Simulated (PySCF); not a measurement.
Spectrum to structure. Theory: PySCF 2.14.0, density-fitted response routines, TDDFT CAM-B3LYP/def2-SVPD, vertical, gas phase, core orbitals frozen in the response. Geometries: PBE0-D3(BJ)/def2-SVP, one conformer each.

| state | ν̃ (cm⁻¹) | f | main configurations (H = HOMO, L = LUMO) |
| --- | --- | --- | --- |
| S1 | 47020 | 0.0011 | H→L+1 (50%), H-2→L+1 (11%), H→L+3 (9%) |
| S2 | 50090 | 0.0002 | H-1→L+1 (36%), H→L+4 (18%), H→L+5 (12%) |
| S3 | 50950 | 0.0010 | H-1→L+4 (51%), H-1→L+5 (33%) |
| S4 | 55890 | 0.010 | H-2→L+1 (39%), H→L (27%), H→L+1 (9%) |
| S5 | 57710 | 0.0002 | H→L (46%), H→L+1 (25%), H→L+3 (9%) |
| S6 | 60250 | 0.041 | H-1→L (50%), H-1→L+1 (16%), H-1→L+2 (11%) |

Orbital energies (eV): HOMO-3 -9.86, HOMO-2 -9.35, HOMO-1 -8.91, HOMO -8.52, LUMO 0.87, LUMO+1 1.22, LUMO+2 1.76.

Question: Which structure fits?
A. `n1(ccnc1)C`
B. `C#[C][AlH2-][N+](C)(C)C`
C. `Cn1cccn1`

Answer: B. Its S1, at 5.83 eV, is the lowest among the candidates; the nearest of the others has S1 at 6.32 eV. S1 is HOMO→LUMO+1 (50%), HOMO-2→LUMO+1 (11%), HOMO→LUMO+3 (9%). Löwdin shares by element: HOMO carbon 49% or more, aluminium 18%, hydrogen 14% or more (atoms not listed hold the other 19%); LUMO carbon 28% or more, aluminium 19% (atoms not listed hold the other 52%). At the same level the other candidates give, for their lowest levels:
- `Cn1ccnc1`: 6.32 eV (f 0.007); 6.48 eV (f 0.156); 6.68 eV (f 0.002); 6.99 eV (f 0.002); 7.17 eV (f 0.019); T1 4.48 eV; HOMO -7.90, LUMO 1.12 eV
- `Cn1cccn1`: 6.59 eV (f 0.112); 6.94 eV (f 0.016); 6.95 eV (f 0.070); 6.96 eV (f 0.035); 7.08 eV (f 0.003); HOMO -8.39, LUMO 1.33 eV

Shape of the structure used: `[CH:1]#[C:2][AlH2-:3][N+:4]([CH3:5])([CH3:6])[CH3:7]`: C2–Al3–N4–C5 -60°.
Triplets come from the Tamm–Dancoff approximation.
